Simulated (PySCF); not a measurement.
Species: C₅H₄N₂Si.
Structure used (GFN2-xTB), in Å, numbered top down from 1:
```
atom  x, y, z in Å
C1    -1.9283    0.0100    0.7955
Si2   -0.5297    0.7468   -0.2485
C3     0.2354    2.1830    0.6785
N4     0.6944    3.0670    1.2426
C5     0.8663   -0.4667   -0.3933
C6     1.7798   -1.2587   -0.4888
C7     2.8027   -2.1536   -0.6008
N8     3.6613   -2.9114   -0.6981
H9    -1.5661   -0.3303    1.7631
H10   -2.7108    0.7432    0.9752
H11   -2.3816   -0.8413    0.2941
H12   -0.9223    1.2114   -1.5808
```

Computed at PBE0/pcSseg-1 (PySCF, non-relativistic), with Q(14N) = 0.02044 b: N4, 14N (I = 1): χzz = -5.620 MHz, η = 0.010; N8, 14N (I = 1): χzz = -4.844 MHz, η = 0.007.

(1) Find the zero-field quadrupole resonance frequencies of 14N at N4.

(2) Where would the pure quadrupole (NQR) lines of 14N at N8 fall for the rigid, isolated species?

## Answers

(1) From ν± = (3/4)|χ|(1 ± η/3) and ν0 = |χ|η/2: ν+ 4.229 MHz, ν− 4.200 MHz, ν0 0.029 MHz (cyano nitrogen).

(2) From ν± = (3/4)|χ|(1 ± η/3) and ν0 = |χ|η/2: ν+ 3.642 MHz, ν− 3.624 MHz, ν0 0.018 MHz (nitrile nitrogen).

In a crystal, neighbours and librations shift these lines. GFN2-xTB bond lengths can be off by several hundredths of an ångström, more for odd bonds, and the gradients follow them. With a basis this small, the couplings can be 20 % off.

These values come from a run that also computed NMR shieldings. On Arm Neoverse N1, one thread, shared host with 64 logical CPUs at a one-minute load of 60, this took 37 s wall and 0.73 GiB of memory at its peak.
